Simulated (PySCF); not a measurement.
Input of a run (PBE0-D3(BJ)/def2-SVP geometry optimisation, gas phase (PySCF 2.14.0)), started from a GFN2-xTB structure with every atom displaced at random (by about 0.01 Å):
```
{"job": {"xc": "PBE0", "basis": "def2-SVP", "d3": "d3bj", "grid": 1, "shake": 0.01, "kind": "geom"}, "charge": 0, "multiplicity": 1}
O     -1.057240     1.095900     1.379260
C     -1.700520     0.166150     0.945140
Si    -0.999160    -1.093550    -0.325960
O      0.489340    -0.593350    -0.811690
Si     1.778220     0.380680    -0.676070
O      1.564540     1.412280     0.553740
H     -2.723180     0.015980     1.310770
H     -0.835610    -2.354380     0.390080
H     -1.878600    -1.103750    -1.448100
H      1.832570     1.067950    -1.941860
H      2.871820    -0.519120    -0.353820
H      0.697510     1.496920     0.969470
```

Output (energies in Eh, forces in Eh/bohr):
```
step   0  E = -845.55099606  max force = 0.032208
step   1  E = -845.55933627  max force = 0.011259
step   2  E = -845.55975971  max force = 0.004160
step   3  E = -845.55935447  max force = 0.004221
step   4  E = -845.55991051  max force = 0.002195
step   5  E = -845.55987449  max force = 0.002696
step   6  E = -845.55999167  max force = 0.000714
step   7  E = -845.56001606  max force = 0.000670
step   8  E = -845.56012823  max force = 0.002357
step   9  E = -845.56029432  max force = 0.004378
step  10  E = -845.56042997  max force = 0.004292
step  11  E = -845.56063148  max force = 0.001696
step  12  E = -845.56073923  max force = 0.000891
step  13  E = -845.56079733  max force = 0.001369
step  14  E = -845.56084156  max force = 0.001079
step  15  E = -845.56086932  max force = 0.000556
step  16  E = -845.56088739  max force = 0.000431
step  17  E = -845.56089290  max force = 0.000338
optimisation converged
```

Question: Summarise the run.

Answer: The energy falls by 26.0 kJ/mol over 18 energy and gradient evaluations, the largest force component goes from 0.0322 to 3.4e-04 Eh/bohr, and the atoms move by 0.327 Å rms after alignment. The bond that changes most is Si3–H9 (oxygen-bound silicon to Si–H hydrogen), which lengthens by 0.065 Å. Bonds longer at the end by more than 0.005 Å: 9 of 11; shorter: 0. Among the angles that change most is Si3–O4–Si5, from 151.4° to 142.2°. Among the dihedrals that turn most is H11–Si5–O6–H12, from -125° to -170°. The energy rose by more than 1e-6 Eh at steps 3 and 5. The first step brought 84 % of the lowering.

Question: What are the final bond lengths?

Answer: O1=C2 1.212 Å, C2–Si3 1.934 Å, Si3–O4 1.640 Å, O4–Si5 1.674 Å, Si5–O6 1.646 Å, C2–H7 1.126 Å, Si3–H8 1.493 Å, Si3–H9 1.491 Å, Si5–H10 1.491 Å, Si5–H11 1.483 Å, O6–H12 0.973 Å. Numbering counts from 1 in the input's order; the species is `O=C[SiH2]O[SiH2]O`.

The run used 122 basis functions and 130 SCF cycles in all.

PBE0-D3(BJ)/def2-SVP frequencies: not computed here. The numbers are those of one conformer.
